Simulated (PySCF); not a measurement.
Two species compared at the same levels of theory.

First species: C₆H₆F₃N.
SMILES: `C=C(CC(F)F)[C@H](F)C#N`

Second species: C6H6F3N.
Geometry (GFN2-xTB, Å), atoms numbered from 1 in this order:
```
atom  x, y, z in Å
F1     1.1628   -1.1042   -1.5115
C2     1.9837   -0.4555   -0.6935
F3     3.2461   -0.6453   -1.0491
C4     1.5656    0.2957    0.3194
F5     2.4973    0.9028    1.0827
C6     0.1456    0.5080    0.7377
C7    -0.4799   -0.7997    1.2124
N8    -1.4674   -1.2046    0.5594
C9    -1.7774   -0.3066   -0.5177
C10   -0.8190    0.9059   -0.3973
H11    0.1597    1.2383    1.5507
H12   -0.0875   -1.3474    2.0527
H13   -1.6441   -0.8528   -1.4540
H14   -2.8281   -0.0222   -0.4421
H15   -1.3699    1.8054   -0.1294
H16   -0.2950    1.0911   -1.3317
```

Levels: PBE0/pcSseg-1 for HOMO energy, LUMO energy and HOMO–LUMO gap. Geometries: GFN2-xTB. All species are isolated and taken at one optimised geometry, non-relativistic unless stated. Electronic properties by PySCF.

The conformers computed, where there is a choice (atom-mapped SMILES and torsion angles):
- `[CH2:1]=[C:2]([CH2:3][CH:4]([F:5])[F:6])[C@H:7]([F:8])[C:9]#[N:10]`: C1–C2–C3–C4 -94°, C2–C3–C4–F5 175°, C1–C2–C7–F8 8°

The conformers of `FC(F)=C(F)[C@@H]1C=NCC1` aren't listed.

```json
{"property": "HOMO energy", "column X": "-8.52 eV", "column Y": "-7.18 eV"}
{"property": "LUMO energy", "column X": "-0.92 eV", "column Y": "-0.27 eV"}
{"property": "HOMO–LUMO gap", "column X": "7.60 eV", "column Y": "6.91 eV"}
```

Question: Which column belongs to which species?

Answer: Column X is the first species and column Y the second. The first has 16 atoms and 76 electrons, the second 16 and 76.

Question: How does each property change from the first species to the second?

Answer: HOMO energy +1.34 eV; LUMO energy +0.65 eV; HOMO–LUMO gap -0.69 eV.

